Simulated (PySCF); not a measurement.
C4H5FSi, SMILES [SiH3]/C=C(/C#C)F.

Geometry optimised at PBE-D3(BJ)/def2-SVP. The structure was generated by enumeration; whether it is a known compound was not checked.

Method: PBE-D3(BJ)/def2-SVP in PySCF 2.14.0.

Frequencies are harmonic and unscaled.

Computed harmonic wavenumbers and intensities:
```csv
mode,ν (cm⁻¹),IR (km/mol),moving atoms (share of kinetic energy)
1,67,0.1,H 92 %
2,112,0.4,"C 64 %, H 24 %, Si 12 %"
3,117,1.0,"C 42 %, F 22 %, Si 19 %, H 17 %"
4,189,2.0,"F 37 %, C 31 %, Si 21 %, H 11 %"
5,323,1.0,"C 79 %, H 16 %"
6,422,0.5,"C 56 %, Si 23 %, F 13 %, H 8 %"
7,537,25.8,"C 53 %, H 25 %, F 17 %"
8,603,24.6,"H 54 %, C 26 %, F 12 %, Si 9 %"
9,612,19.0,"H 48 %, C 46 %"
10,631,15.9,"H 79 %, C 20 %"
11,660,24.1,"C 50 %, H 43 %"
12,680,30.2,"H 77 %, C 23 %"
13,775,19.6,"C 56 %, H 25 %, Si 13 %"
14,779,37.4,"H 73 %, C 26 %"
15,868,16.6,"C 48 %, F 31 %, H 20 %"
16,890,299.0,"H 86 %, Si 10 %"
17,908,40.1,H 97 %
18,914,31.7,H 95 %
19,1087,41.3,"H 55 %, C 41 %"
20,1253,92.3,"C 68 %, H 22 %, F 10 %"
21,1623,148.4,C 98 %
22,2153,10.9,"C 91 %, H 9 %"
23,2165,72.6,H 98 %
24,2168,93.9,H 96 %
25,2181,103.4,H 96 %
26,3134,3.5,"H 92 %, C 8 %"
27,3404,96.3,"H 86 %, C 14 %"
```
